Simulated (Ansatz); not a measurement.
PbS, singlet (typed; the unrestricted solution is spin-contaminated), at a GFN2-xTB geometry (such geometries of metal compounds can be far from the true shape) (core potentials on Pb), with bond 2-1 at 1.5 times its length; PBE0/def2-SVP in Ansatz (an electronic-structure program).

Input for Ansatz:
Ansatz 0.2 input:
```yaml
crystal:
  periodic: [false, false, false]
  atoms:
    - {symbol: Pb, position_ang: [-0.00000000, -0.00000000, -0.37651416]}
    - {symbol: S, position_ang: [0.00000000, 0.00000000, 3.08270970]}
basis:
  gaussian:
    orbitals: def2-SVP
hamiltonian:
  xc: pbe0
scf: {lower_state_search: off}
magnetization: {spin_polarized: true}
```

Output, abridged:

```
Functional definition: PBE0
these checks for a lower state are left out or cut short: stability, starts, cluster_reference, orbital_swaps, neighbouring_geometries, increment
505 factors; integrals over basis functions are off by at most 1.8e-4 eV
mean field evaluation 1: about -16061.1187 eV, gradient 2.9e1 eV
mean field evaluation 2: about -15939.7936 eV, gradient 7.7e1 eV
mean field evaluation 4: about -16037.3715 eV, gradient 6.5e1 eV
mean field evaluation 8: about -16073.4995 eV, gradient 4.8e-1 eV
mean field evaluation 16: about -16074.1405 eV, gradient 6.8e-1 eV
mean field -16074.27842130 eV, -590.7188364454 hartree, gradient 3.3e-6 eV, S^2 1.149546; 0 other end points of the search recorded, 0 dependent functions left out
reference -16074.27844229 eV, -590.7188372169 hartree; 19, 19 occupied and 25, 25 virtual orbitals, 505 factors
Total energy: -16074.27844229 eV, -590.7188372169 hartree
Checks for a lower state left out: stability, starts, cluster_reference, orbital_swaps, neighbouring_geometries, increment
```
